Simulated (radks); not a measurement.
Results of a calculation; reference values are marked as such.
Species: Rb23+. Configuration: [Ne] 3s2 3p1 6s1 (not the ground configuration). Level of theory: non-relativistic Kohn-Sham, r2SCAN, spin-polarised, spherical densities, point nucleus; open shells are filled with parallel spins first (spin-orbit coupling, left out, can overturn this in heavy ions); meta-GGA in the generalised Kohn-Sham scheme; relativity is left out, which matters for an element this heavy (a radial shooting solver on a logarithmic mesh with Libxc functionals).

Normalised radial functions P(r) = r R(r), r in bohr:

| r | 2p up | 2p down | 3s down |
|---|---|---|---|
| 0.005179 | 0.0342 | 0.0342 | 0.2917 |
| 0.006744 | 0.0563 | 0.0563 | 0.3571 |
| 0.008781 | 0.0919 | 0.0919 | 0.4285 |
| 0.01153 | 0.1506 | 0.1506 | 0.5020 |
| 0.01501 | 0.2397 | 0.2396 | 0.5623 |
| 0.01954 | 0.3743 | 0.3742 | 0.5944 |
| 0.02565 | 0.5776 | 0.5774 | 0.5719 |
| 0.0334 | 0.8524 | 0.8521 | 0.4659 |
| 0.04349 | 1.2082 | 1.2077 | 0.2505 |
| 0.05709 | 1.6406 | 1.6399 | -0.0922 |
| 0.07434 | 2.0658 | 2.0650 | -0.5003 |
| 0.0968 | 2.3923 | 2.3916 | -0.8680 |
| 0.1271 | 2.4875 | 2.4875 | -1.0112 |
| 0.1654 | 2.2478 | 2.2487 | -0.7320 |
| 0.2154 | 1.7045 | 1.7055 | 0.0023 |
| 0.2828 | 1.0127 | 1.0129 | 0.9807 |
| 0.3682 | 0.4566 | 0.4547 | 1.6508 |
| 0.4794 | 0.1433 | 0.1421 | 1.6423 |
| 0.6293 | 0.0262 | 0.0259 | 1.0424 |
| 0.8195 | 0.0027 | 0.0026 | 0.4157 |
| 1.067 | 0.0001 | 0.0001 | 0.0943 |
| 1.401 | 0.0000 | 0.0000 | 0.0095 |
| 1.824 | 0.0000 | 0.0000 | 0.0004 |
| 2.375 | 0.0000 | 0.0000 | 0.0000 |
| 3.117 | 0.0000 | 0.0000 | 0.0000 |
| 4.059 | 0.0000 | 0.0000 | 0.0000 |
| 5.285 | 0.0000 | 0.0000 | 0.0000 |

2p up: eigenvalue -2834.9 eV, 0 radial nodes, <r> = 0.154 bohr, 90 % of the charge inside 0.250 bohr. 2p down: eigenvalue -2832.6 eV, 0 radial nodes, <r> = 0.154 bohr, 90 % of the charge inside 0.250 bohr. 3s down: eigenvalue -1127.4 eV, 2 radial nodes at r = 0.0535, 0.215 bohr, <r> = 0.444 bohr, 90 % of the charge inside 0.642 bohr.
